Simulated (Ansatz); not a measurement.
# Energy profile

The step: GaH₂ClO₂ ([OH][Ga]([OH])[Cl]) + HF → GaH₂O₂F ([OH][Ga]([OH])[F]) + HCl (still joined by a long Ga–Cl bond); bonds formed: Ga1–F6, Cl2–H5; bonds broken: H5–F6; bonds weakened to dative contacts: Ga1–Cl2 (atoms numbered as in the saddle structure below).

```
atom    x (Å)    y (Å)    z (Å)
 Ga1  -0.3977  -0.1454   0.1780
 Cl2   1.1799   1.5854  -0.7385
  O3  -1.7179  -0.3948  -0.9618
  O4  -0.6286   0.1149   1.9052
  H5   1.5923   0.2402  -0.6492
  F6   1.1996  -1.0143  -0.2708
  H7  -1.4213  -0.5654  -1.8583
  H8   0.1939   0.1793   2.3955
```

Electronic energies by CCSD(T) at an estimated basis limit (MP2 extrapolated from triple and quadruple zeta, plus CCSD(T) − MP2 in triple zeta), on PBE0-D4/def2-TZVP structures; GaH3ClO2F, closed shell; no counterpoise correction. Program: Ansatz 0.2.0. Basis: def2-TZVPP and def2-QZVPP. Cores are frozen in the correlated methods. Filled d shells of the heavier atoms are correlated. The def2 sets are not built for correlating such inner shells, so the correlated values are less sure here. Extrapolation: Hartree–Fock as exp(−7.88 √X), correlation as X^−2.97.

Task: Give the profile in kJ/mol, counted from the separated reactants. (An estimate is asked for; the value comes from the calculation.)

Result: Computed:
```tsv
point	kJ/mol
separated: GaH2ClO2 (linked as [OH][Ga]([OH])[Cl]; Ga1, Cl2, O3, O4, H7, H8; singlet) + HF (H5, F6; singlet)	0.0
start structure	-29.8
saddle	24.7
end structure	9.6
separated: GaH2O2F (linked as [OH][Ga]([OH])[F]; Ga1, O3, O4, F6, H7, H8; singlet) + HCl (Cl2, H5; singlet)	38.2
```

No T1 diagnostic of these runs exceeds 0.015.

For scale, one of the runs: CCSD(T)/def2-TZVPP, 225 basis functions, launched by `ansatz run in.yaml --threads 8 --pin off --events-out ev --progress --plain --max-ram 19148MiB`. Hardware: 8 CPU threads of an AMD EPYC 9R45, shared host. Wall time 24 s; peak host memory 3.9 GiB.
